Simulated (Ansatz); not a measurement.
Sn₃Cl₈, 11 atoms. Hardware: 4 threads of Arm Neoverse V2 on a shared host.

In the def2 sets Sn takes a core potential; there is no spin–orbit coupling. Correlated methods freeze 52 core orbitals; core or outer-core shells of Sn are correlated, in sets that lack core-valence functions.

**Question.** How many basis functions does each of these Ansatz runs have, and roughly what does it cost? B3LYP-D4/def2-TZVP, charge 0 singlet, energy and forces, from earlier orbitals; MP2/def2-SVP, charge 0 singlet, energy, from earlier orbitals; r2SCAN-D4/def2-TZVP, charge 0 singlet, energy, from earlier orbitals; r2SCAN-D4/def2-SVP, charge 0 singlet, relaxation, 3 steps; B3LYP-D4/def2-SVP, charge 1 doublet at the geometry of the charge 0 singlet, energy, from earlier orbitals; PBE0-D4/def2-SVP, charge 0 singlet, energy, from earlier orbitals; PBE-D4/def2-SVP, charge 0 triplet at the geometry of the charge 0 singlet, energy, from earlier orbitals; PBE0-D4/def2-TZVP, charge 0 singlet, energy, from earlier orbitals; r2SCANh-D4/def2-TZVP, charge 0 singlet, energy, from earlier orbitals; PBE0-D4/def2-SVP, charge 1 doublet at the geometry of the charge 0 singlet, energy; PBE-D4/def2-SVP, charge 1 doublet at the geometry of the charge 0 singlet, energy, from earlier orbitals; PBE-D4/def2-SVP, charge 0 singlet, energy, from earlier orbitals.

**Answer.** Other jobs shared the machine, so times can vary by a factor of up to 3. A dash marks memory too small to be measured apart from the calling script's.

| run | functions | fitting or Cholesky vectors | wall time | peak host memory (GiB) |
| --- | --- | --- | --- | --- |
| PBE-D4/def2-SVP, charge 0 singlet, energy, from earlier orbitals | 222 | 2433 | 5.5 s | – |
| PBE0-D4/def2-SVP, charge 0 singlet, energy, from earlier orbitals | 222 | 2290 | 11 s | 1 |
| PBE-D4/def2-SVP, charge 0 triplet at the geometry of the charge 0 singlet, energy, from earlier orbitals | 222 | 2433 | 11 s | 0.56 |
| PBE-D4/def2-SVP, charge 1 doublet at the geometry of the charge 0 singlet, energy, from earlier orbitals | 222 | 2433 | 12 s | 0.57 |
| MP2/def2-SVP, charge 0 singlet, energy, from earlier orbitals | 222 | 2290 | 12 s | 1 |
| B3LYP-D4/def2-SVP, charge 1 doublet at the geometry of the charge 0 singlet, energy, from earlier orbitals | 222 | 2290 | 22 s | 1.6 |
| PBE0-D4/def2-SVP, charge 1 doublet at the geometry of the charge 0 singlet, energy | 222 | 2290 | 23 s | 1.9 |
| r2SCAN-D4/def2-SVP, charge 0 singlet, relaxation, 3 steps | 222 | 2433 | 25 s | – |
| r2SCAN-D4/def2-TZVP, charge 0 singlet, energy, from earlier orbitals | 446 | 3212 | 32 s | 1.6 |
| PBE0-D4/def2-TZVP, charge 0 singlet, energy, from earlier orbitals | 446 | 3120 | 38 s | 2.7 |
| B3LYP-D4/def2-TZVP, charge 0 singlet, energy and forces, from earlier orbitals | 446 | 3120 | 44 s | 2.8 |
| r2SCANh-D4/def2-TZVP, charge 0 singlet, energy, from earlier orbitals | 446 | 3120 | 53 s | 2.8 |
